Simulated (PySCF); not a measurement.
# Assignment exercise: C$_{5}$H$_{6}$F$_{3}$NSi

Mapped SMILES: `[F:1][C:2]([F:3])([F:4])[SiH2:5][n:6]1[cH:7][cH:8][cH:9][cH:10]1` (H(Xn): hydrogen on atom n).

- PBE0/pcSseg-1 with gauge-including orbitals
- GFN2-xTB structure
- run in PySCF 2.14.0 with density-fitted response routines
- equivalent nuclei averaged, relativity neglected, no solvent, one conformer

Shifts are taken against calculated references (same method and geometry level): ¹³C (186.93 ppm), ¹H (31.72 ppm) vs TMS.

(1) Assign these signals to the numbered atoms. ¹³C{¹H} NMR (computed): δ 138.1 (C), 127.4 (CH), 119.5 (CH).

(2) Assign these signals to the numbered atoms. ¹H NMR (600 MHz, computed): δ 6.87 (m, 2H), 6.73 (m, 2H), 5.25 (m, 2H).

Results:

(1) 
| δ (ppm) | atoms | environment | reason |
| --- | --- | --- | --- |
| 138.1 | C2 | CF3 carbon | 3 electronegative neighbours deshield it |
| 127.4 | C7/C10 | aromatic CH next to a ring nitrogen | – |
| 119.5 | C8/C9 | aromatic CH | – |

(2) 
6.87 → H(C7)/H(C10), hydrogen on an aromatic CH next to a ring nitrogen: ring-current deshielding
6.73 → H(C8)/H(C9), hydrogen on an aromatic CH: the ring current deshields protons in the ring plane
5.25 → H(Si5), hydrogen on a silicon bonded to C, N

Splittings by ¹⁹F in the carbon and heteronuclear signals aren't shown, as no couplings were computed. Shifts are as computed. Against solution values, carbons near 30 ppm lie about +3 ppm off and those near 130 ppm about +5 ppm. Of 1211 compounds with measured shifts, 218 miss one by over three times the rms of a fit or turn the order of signals round; such compounds aren't used in these exercises. No couplings were computed; multiplicities are counted from neighbouring protons, with m where these are inequivalent, close in shift, in a saturated or five-membered ring or joined by F or P, and br s for small geminal =CH2 splittings.
